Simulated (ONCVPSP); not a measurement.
# Sn (Z = 50): variants of one ONCV potential

Base potential:

* Element: Sn
* Generator: ONCVPSP 4.0.1
* Type: optimised norm-conserving Vanderbilt (ONCV)
* Functional: PBEsol
* Relativity: scalar-relativistic
* Frozen core: [Ar] 3d10
* Valence charge: 22
* Reference configuration: 4s2 4p6 4d10 5s2 5p1 (charge +1)
* Partial waves: 4s+5s: rc 1.55 bohr, ncon 3, nbas 7, qcut 10.2 1/bohr, 2 projectors; 4p+5p: rc 1.75 bohr, ncon 4, nbas 7, qcut 9.6 1/bohr, 2 projectors; 4d: rc 1.05 bohr, ncon 4, nbas 8, qcut 7.8 1/bohr, local
* Local potential: the d channel
* Core correction: Teter function, fcfact 4.5, rcfact 1.3

All-electron outer shells of the reference configuration (PBEsol, scalar-relativistic, ld1.x):

```json
{"shell": "3p", "level (eV)": "-706.51", "outermost node (bohr)": "0.14", "outermost maximum (bohr)": "0.30"}
{"shell": "3d", "level (eV)": "-481.42", "outermost node (bohr)": "–", "outermost maximum (bohr)": "0.25"}
{"shell": "4s", "level (eV)": "-141.76", "outermost node (bohr)": "0.40", "outermost maximum (bohr)": "0.74"}
{"shell": "4p", "level (eV)": "-97.58", "outermost node (bohr)": "0.41", "outermost maximum (bohr)": "0.79"}
{"shell": "4d", "level (eV)": "-33.78", "outermost node (bohr)": "0.39", "outermost maximum (bohr)": "0.88"}
{"shell": "5s", "level (eV)": "-17.88", "outermost node (bohr)": "0.98", "outermost maximum (bohr)": "1.99"}
{"shell": "5p", "level (eV)": "-10.28", "outermost node (bohr)": "1.08", "outermost maximum (bohr)": "2.43"}
```

Cutoffs, loose and tight: the cutoffs (Ha) at which the residual kinetic energy of the hardest occupied pseudo-wave falls to 1 and 0.1 mHa per electron. They do not see the model core or the augmentation charge, which bear on the density cutoff. Test errors are all-electron minus pseudo excitation energies from the reference, over the configurations 4s2 4p6 4d10 5s2 5p2; 4s2 4p6 4d10 5s2 5p0; 4s2 4p6 4d10 5s1 5p0; 4s2 4p6 4d9 5s2 5p2. A dash means not determined; rows that change the core or the reference have their own tests.

A true bound ghost makes a file unfit for plane-wave use even where its test errors are small: the radial tests pick states by their node count and pass the ghost by.

| change | outcome | cutoff, loose | cutoff, tight | bound ghosts | GHOST(+) flags above zero | largest test error (meV) |
| --- | --- | --- | --- | --- | --- | --- |
| base | generated | 160 Ha | 210 Ha | none | none | -12 |
| d: rc 0.94 | generated | 161 Ha | 260 Ha | none | none | -12 |
| d: rc 1.22 | generated | 103 Ha | 158 Ha | none | none | -13 |
| d: rc 1.38 | generated | 50 Ha | 119 Ha | p | s | -14 |
| d: rc 1.54 | generated | 31 Ha | 89 Ha | p | s | +206 |

What comes out with this change to the base: d: rc 0.8?

outcome: generated; cutoff, loose: 322 Ha; cutoff, tight: 380 Ha; bound ghosts: none; GHOST(+) flags above zero: none; largest test error (meV): -11.

What comes out with this change to the base: d: rc 1.08?

outcome: generated; cutoff, loose: 153 Ha; cutoff, tight: 199 Ha; bound ghosts: none; GHOST(+) flags above zero: none; largest test error (meV): -12.

Reading the sweep of the d radius (base included, trends over the rows without a ghost): The loose cutoff falls from 322 Ha at 0.8 to 103 Ha at 1.22 bohr. A larger radius leaves more room for a smooth pseudo-wave, so fewer plane waves are needed; a smaller one forces it to follow the all-electron wave where it bends sharply. The median size of the test errors (rows with all tests solved) is not monotonic: lowest 2.5 meV at 1.05 bohr, highest 5.4 meV at 0.8 bohr. Bound ghosts are found at 1.38, 1.54 bohr.
